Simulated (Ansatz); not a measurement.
A nudged elastic band was laid between two geometries of C2H4BFS (9 atoms, charge 0, multiplicity 1).

Theory: RKS r2SCANh-D4/def2-SVP in Ansatz.

| Property | Result |
| --- | --- |
| movable images | 5 |
| climbing image | yes |
| spring | 2.0 to 10.0 eV/Å², energy-weighted |
| optimiser | quadratic models (default) |
| start path | through a guess of the saddle point |
| force threshold | 0.05 eV/Å |
| iteration limit | 60 |
| end points | relaxed |

Image 0:

```xyz
9
Properties=species:S:1:pos:R:3
F 1.471 -0.312 -1.609
C 0.851 0.415 -0.617
C -0.436 -0.222 -0.199
B -0.991 -0.186 1.237
S -0.324 -1.757 0.893
H 0.636 1.423 -1.014
H 1.546 0.509 0.232
H -1.136 -0.360 -1.034
H -1.528 0.444 2.095
```

Image 6:

```xyz
9
Properties=species:S:1:pos:R:3
F 0.486 1.296 -1.510
C 0.896 0.329 -0.619
C -0.312 -0.439 -0.144
B -1.144 -0.017 1.076
S -0.114 -1.373 1.475
H 1.406 0.812 0.229
H 1.614 -0.329 -1.135
H -0.784 -1.040 -0.933
H -1.960 0.714 1.543
```

Question: Which bonds break or form, and what moves?

Answer: No bond is made or broken. The dihedral H7–C2–C3–S5 goes from -46 to 82°.

Question: What energy profile does the band end with?

Answer: The run converged. The highest image is number 3 of 0 to 6, 0.166 eV above the first end and 0.107 eV above the last; the last end lies 0.059 eV above the first. Another band between the same ends (5 images) ends at a top of the same energy, where a vibrational analysis finds 1 clearly imaginary mode.

```csv
image,path coordinate (Å),energy (eV),dihedral H7–C2–C3–S5 (°)
0,0.00,0.000,-46
1,0.92,0.090,-13
2,1.38,0.148,4
3,1.78,0.166,19
4,2.20,0.147,34
5,2.70,0.101,52
6,3.52,0.059,82
```

Question: What is the geometry of the highest image?

Answer: 
```xyz
9
Properties=species:S:1:pos:R:3:forces:R:3
F 0.936 0.389 -1.979 0.00 0.00 0.00
C 0.882 0.377 -0.606 0.00 -0.01 0.01
C -0.366 -0.368 -0.158 0.00 0.02 -0.02
B -1.121 -0.065 1.142 -0.02 0.00 -0.01
S -0.197 -1.534 1.316 0.02 -0.02 0.01
H 0.876 1.424 -0.257 0.00 0.00 0.00
H 1.790 -0.112 -0.218 0.00 0.00 0.00
H -0.879 -0.827 -1.013 0.00 0.00 0.01
H -1.832 0.670 1.756 0.00 0.01 0.00
```

The run took 110 s on 2 threads of Arm Neoverse V1 (shared host), peak memory 0.21 GiB.
